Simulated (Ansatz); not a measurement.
Molecule: CH2Br3Si, charge -1, multiplicity 1. It need not be the lowest isomer of its formula. Whether it binds its extra electron was not tested at this geometry. SMILES: [CH2-][Si](Br)(Br)Br
Geometry from a B3LYP-D3(BJ)/def2-TZVP (Ansatz, a quantum-chemistry and plane-wave program) optimisation:
```xyz
7

Si    -0.7434    -0.0129    -0.1081
C     -2.4544    -0.0285    -0.2807
Br     0.0474     1.9947     0.6642
Br     0.8261    -0.3533    -1.8726
Br     0.0131    -1.6269     1.3323
H     -2.9568    -0.9823    -0.4026
H     -2.9397     0.8280    -0.7366
```
Charge -1, spin multiplicity 1.

Parts of the frozen-core correlation energy in 6-31G (Ansatz, hartree). Frozen orbitals: 48; correlated occupied orbitals by spin: 16 and 16; virtual: 49 and 49. No spin-orbit coupling. Non-relativistic.

```
term                             value
-------------------------  -----------
reference (HF)             -8044.16400
MP2 opposite-spin                  ___
MP2 same-spin                 -0.06264
CCSD correlation                   ___
(T)                                ___
T1 diagnostic                    0.012
largest doubles amplitude        0.083
```

Q: Some entries are withheld; supply them.

A: 
- MP2 opposite-spin, value: -0.19958
- CCSD correlation, value: -0.29374
- (T), value: -0.00894
